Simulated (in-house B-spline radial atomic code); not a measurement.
Ca: [Ar] 4s2

Computed with a B-spline radial code for spherical atoms: non-relativistic HSE06, spin-polarised, spherical fractional occupations, exact exchange averaged over the configuration, point nucleus.

Screening seen three ways: the hydrogenic charge with the same mean radius, Z_r = [3n² - l(l+1)]/(2<r>), the one with the same energy, Z_e = n√(-2ε), and Slater's rules. Values are occupation-weighted means over spin.

```
shell  electrons   ε (eV)  <r> (bohr)    Z_r    Z_e  Slater
   1s          2  -3961.8     0.07735  19.39  17.06   19.70
   2s          2  -422.25      0.3659  16.40  11.14   15.85
   2p          6  -343.27      0.3282  15.23  10.05   15.85
   3s          2  -50.124       1.161  11.63   5.76    8.75
   3p          6  -29.986       1.272   9.82   4.45    8.75
   4s          2  -3.9692        4.05   5.93   2.16    2.85
```

The least bound orbital is 4s at -3.969 eV, and it is also the most diffuse (<r> = 4.05 bohr).

The density falls to 0.001 bohr⁻³ at 5.107 bohr; Σ<r²> = 53.238 bohr² gives, by the non-relativistic formula and without the paramagnetism of open shells, a Langevin diamagnetic susceptibility of -42.16×10⁻⁶ cm³/mol.
